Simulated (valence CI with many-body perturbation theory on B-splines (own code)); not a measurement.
## Run record, Xe XXIV

Computed by configuration interaction combined with many-body perturbation theory (CI+MBPT): three valence electrons over a frozen Dirac-Fock core [Ar] 3d10, a basis of 6 s, 6 p, 5 d, 3 f, 1 g functions for each j, with the one-electron correlation potential Σ1 (screened to all orders), the two-electron term Σ2, the three-electron term Σ3, Breit, model QED; selected single and double excitations, second order for the rest, scaled by the run's own slope (own B-spline code, finite nucleus).

Command, and the settings that its task file holds:

```sh
python run_cv.py task.json out
```

```
atom Xe  Z=54  mass_number=132  rms_radius_fm=4.7859
core [Ar] 3d10
valence 4s2 4p1
avg = 1
basis = S
breit = 1
cap = 20000
capref = 1200
cscale = 1
de = 0.0
dress = 0
eps = 2e-08
extrap = 1
h = 0.27
hh = 1
l2 = 3
lcore = 6
maxit = 60
n2 = 5
natural = 1
nlev = 30
nno = [3, 3, 3, 2, 1]
nroot = 26
nsp = [3, 3, 2, 1, 0]
pt2 = 1
qed = 1
rpa = 1
s1 = 1
s2 = 1
s3 = 1
screen = 1
tol = 2e-05
whole = 1
```

It took 26 s on 1 thread of Arm Neoverse V1, on a shared host.

Log. The first blocks belong to the next ion, which gives the ionisation energy. Fields: 2J, parity (1 odd), roots, reference size, generating configurations, candidates as configurations/state functions, variational space P, stored matrix elements, Davidson steps; e2 is the range of second-order energies in hartree. The first line gives the box (bohr), its intervals, the orbitals and the steps of their self-consistent field. Window is the range of levels sought, series limit the energy at which the first omitted orbital would enter, core excitation an estimate of the first excitation out of the core, left out the lowest levels not solved, and shifts from estimates the range by which levels moved from their first estimate, all in cm⁻¹.

```
rmax 4.8 intervals 59 orbitals 36 references ['4s2 4p', '4s 4p2', '4s2 4d', '4p3', '4s 4p 4d'] scf 4 t 1.0
2J=0 par=0 roots 2 ref 15 generators 4 cand 90/90 P 105/105 nnz 0 it 0
2J=0 par=0 roots 2 ref 15 generators 7 cand 2/2 P 107/107 nnz 0 it 0
   second order: generators 8 cand 0/0 e2 -0.00000 -0.00000
reference levels 501, estimated 72, window 1404209 1/cm; series limit 3249533, core excitation 4983105
2J=1 par=1 roots 5 ref 34 generators 13 cand 97/148 P 1029/1510 nnz 0 it 5
2J=1 par=1 roots 5 ref 34 generators 17 cand 206/312 P 1235/1822 nnz 0 it 5
   second order: generators 22 cand 506/771 e2 -0.00000 -0.00000
2J=3 par=1 roots 10 ref 54 generators 20 cand 131/293 P 1200/2443 nnz 0 it 5
2J=3 par=1 roots 10 ref 54 generators 22 cand 216/468 P 1416/2911 nnz 1.3e+06 it 5
   second order: generators 35 cand 908/2037 e2 -0.00001 -0.00000
2J=1 par=0 roots 4 ref 45 generators 11 cand 33/44 P 956/1401 nnz 0 it 3
2J=1 par=0 roots 4 ref 45 generators 16 cand 117/170 P 1073/1571 nnz 0 it 4
   second order: generators 20 cand 645/1000 e2 -0.00001 -0.00000
2J=3 par=0 roots 5 ref 70 generators 13 cand 42/89 P 1223/2439 nnz 0 it 3
2J=3 par=0 roots 5 ref 70 generators 20 cand 69/163 P 1292/2602 nnz 1e+06 it 4
   second order: generators 23 cand 719/1686 e2 -0.00001 -0.00000
2J=5 par=0 roots 4 ref 72 generators 12 cand 34/95 P 1248/2664 nnz 1.1e+06 it 3
2J=5 par=0 roots 4 ref 72 generators 17 cand 52/137 P 1300/2801 nnz 1.2e+06 it 4
   second order: generators 23 cand 751/2073 e2 -0.00001 -0.00000
2J=5 par=1 roots 8 ref 49 generators 15 cand 136/377 P 1242/2783 nnz 1.2e+06 it 3
2J=5 par=1 roots 8 ref 49 generators 21 cand 219/590 P 1461/3373 nnz 1.7e+06 it 4
   second order: generators 31 cand 776/1991 e2 -0.00001 -0.00000
2J=7 par=1 roots 5 ref 36 generators 10 cand 179/455 P 1139/2524 nnz 1e+06 it 3
2J=7 par=1 roots 5 ref 36 generators 21 cand 178/470 P 1317/2994 nnz 1.4e+06 it 5
   second order: generators 26 cand 774/2161 e2 -0.00001 -0.00000
2J=9 par=1 roots 1 ref 19 generators 1 cand 170/330 P 475/902 nnz 0 it 0
2J=9 par=1 roots 1 ref 19 generators 4 cand 175/387 P 650/1289 nnz 0 it 0
   second order: generators 8 cand 713/1727 e2 -0.00000 -0.00000
left out: unestimated 2039755, estimated 1505307, shifts from estimates -1 to 1
operators 2.1
```

The Davidson iterations converged.

No measured spectrum was set against this ion. As an estimate, levels hold to about 250 cm⁻¹ or 0.2 % of their energy and the worst to 1 %, as in measured heavy ions of charge 2 to 7; those with d or f electrons hold less well.

| Quantity | Value |
| --- | --- |
| Valence energy | -88.77867 hartree |
| Ionisation energy | 737.47 eV (NIST: 736 ± 4 eV (theoretical)) |
| Reference configurations for the orbitals | 4s2 4p, 4s 4p2, 4s2 4d, 4p3, 4s 4p 4d |
| Radial orbitals | 36 |
| Box radius | 4.775 bohr |
| Largest variational space | 3373 |
| Lowest levels | (4s^2 4p1/2) J=1/2 0, (4s^2 4p3/2) J=3/2 139440, (4s 4p1/2^2) J=1/2 398620, (4s 4p1/2 4p3/2) J=3/2 [a] 491340, (4s 4p1/2 4p3/2) J=5/2 526180, (4s 4p1/2 4p3/2) J=3/2 [b] 584350, (4s 4p1/2 4p3/2) J=1/2 615620, (4s 4p3/2^2) J=5/2 659060, (4s 4p3/2^2) J=1/2 755140, (4s 4p3/2^2) J=3/2 762490, (4s^2 4d3/2) J=3/2 880280, (4s^2 4d5/2) J=5/2 905060, (4p1/2^2 4p3/2) J=3/2 1008500, (4p1/2 4p3/2^2) J=3/2 1114200 cm⁻¹ |

Levels are named by their leading jj configuration (3d3/2^4 stands for four electrons in 3d with j = 3/2), which in mixed levels can hold well under half, so a name can repeat and another be missing. Letters in brackets count levels of one name in rising energy.
